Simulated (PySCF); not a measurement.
**Mayer bond orders and bond lengths**

Compound: C₄H₅F₃O₄S.
Numbering: `[CH3:1][S:2](=[O:3])(=[O:4])[O:5][CH2:6][C:7](=[O:8])[C:9]([F:10])([F:11])[F:12]` (hydrogens: H13, H14, H15 on C1; H16, H17 on C6)

Structure used (GFN2-xTB), in Å, numbered top down from 1:
```
atom  x, y, z in Å
C1    -2.301    0.452    0.216
S2    -1.223   -0.816    0.888
O3    -1.999   -1.822    1.511
O4    -0.147   -0.181    1.620
O5    -0.522   -1.430   -0.418
C6     0.714   -0.839   -0.751
C7     1.535   -0.448    0.500
O8     2.217   -1.217    1.112
C9     1.781    1.086    0.598
F10    2.114    1.505    1.804
F11    2.784    1.419   -0.239
F12    0.723    1.813    0.186
H13   -2.913   -0.009   -0.546
H14   -2.916    0.818    1.028
H15   -1.688    1.248   -0.183
H16    1.287   -1.599   -1.291
H17    0.547    0.032   -1.396
```

Bond orders from the PBE0/pcSseg-1 density (PySCF). One conformer (not necessarily the lowest) at the GFN2-xTB geometry, without solvent, vibrations or thermal averaging.

(1) Where do the orders between heavy atoms depart from those drawn in the SMILES?

(2) Give the Mayer order of every bond, beside its length.

## Answers

(1) The largest departure is 0.435, at S2–O4 (drawn double, 1.565). Drawn single, order below 0.88: O5–C6 (0.840) and C7–C9 (0.827). Drawn double or triple, more than 0.30 short of the drawn order: S2–O4 (1.565).

(2) 
```
  bond  drawn as  length (Å)  Mayer order
 C1–S2    single       1.794        0.966
 S2–O3    double       1.415        1.888
 S2–O4    double       1.448        1.565
 S2–O5    single       1.605        0.917
 O5–C6    single       1.410        0.840
 C6–C7    single       1.547        0.907
 C7–O8    double       1.196        2.038
 C7–C9    single       1.556        0.827
C9–F10    single       1.319        1.042
C9–F11    single       1.349        0.984
C9–F12    single       1.348        0.949
C1–H13    single       1.081        0.931
C1–H14    single       1.082        0.935
C1–H15    single       1.082        0.924
C6–H16    single       1.094        0.932
C6–H17    single       1.096        0.942
```

By pair of heavy elements: O–S: lowest S2–O5 (0.917, 1.605 Å), highest S2–O3 (1.888, 1.415 Å). C–O: lowest O5–C6 (0.840, 1.410 Å), highest C7–O8 (2.038, 1.196 Å). C–C: lowest C7–C9 (0.827, 1.556 Å), highest C6–C7 (0.907, 1.547 Å). C–F: lowest C9–F12 (0.949, 1.348 Å), highest C9–F10 (1.042, 1.319 Å).

**Question.** Sum the orders of all bonds at each heavy atom with more than one neighbour and set the sums beside the valence in the SMILES.

**Answer.** C1 3.756 (drawn 4), S2 5.336 (drawn 6), O5 1.757 (drawn 2), C6 3.621 (drawn 4), C7 3.772 (drawn 4), C9 3.802 (drawn 4). Orders between atoms that aren't bonded are not in these sums.

Mayer orders depend on the basis set.
